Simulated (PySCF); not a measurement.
Gas-phase XPS of (NaCl)2 ring, computed

(NaCl)2 ring, Na2Cl2.
Z-matrix (Å and degrees, PBE0-D3(BJ)/def2-SVP geometry), rows numbered from 1:
```
Na
Cl  1  2.5120
Na  2  2.5158  1   78.54
Cl  3  2.5147  2  101.46  1     0.10
```

Method used: delta-SCF UKS SCAN, pcX-2 on the ionised atom, pcseg-1 elsewhere, spin-free X2C in PySCF 2.14.0. These are vertical core ionisation energies against the vacuum level, from separate self-consistent calculations with and without the core hole.

Question: What binding energy does each computed site have?

Answer: 
```json
{"atom(s)": "Cl2/Cl4", "environment": "chlorine bonded to 2 Na", "level": "Cl 1s", "binding energy (eV)": "2826.36", "2p1/2 (eV)": "–", "count": "2"}
{"atom(s)": "Na1/Na3", "environment": "sodium bonded to 2 Cl", "level": "Na 1s", "binding energy (eV)": "1078.99", "2p1/2 (eV)": "–", "count": "2"}
{"atom(s)": "Cl2/Cl4", "environment": "chlorine bonded to 2 Na", "level": "Cl 2p3/2", "binding energy (eV)": "203.76", "2p1/2 (eV)": "205.42", "count": "2"}
```

Question: Which effective nuclear charge Zeff reproduces each element's mean 1s value in the hydrogen-like formula E = 13.606 eV × Zeff²?

Answer: Na (Z = 11): mean 1079.0 eV, Zeff = 8.91, Z − Zeff = 2.09; Cl (Z = 17): mean 2826.4 eV, Zeff = 14.41, Z − Zeff = 2.59. Means run over the listed sites, weighted by atom count.

Question: Give the binding energy of Cl 1s of Cl2 (atom 2)/Cl4 in hartree and in kJ/mol.

Answer: 2826.36 eV = 103.8668 Eh = 272702 kJ/mol.

The first atom of each set that the bonding makes equivalent was ionised and stands for the set. The 2p values add to the ΔSCF energy of one spin-free hole a correction within the shell (spin–orbit coupling, ligand field). 2p1/2 minus 2p3/2 (ligand field included): Cl 1.65 eV. Geometry: PBE0-D3(BJ)/def2-SVP; no solvent, vibrations or thermal averaging.

Hardware: one thread of an x86-64 server, no GPU (shared host). Cost: 2.3 s wall.
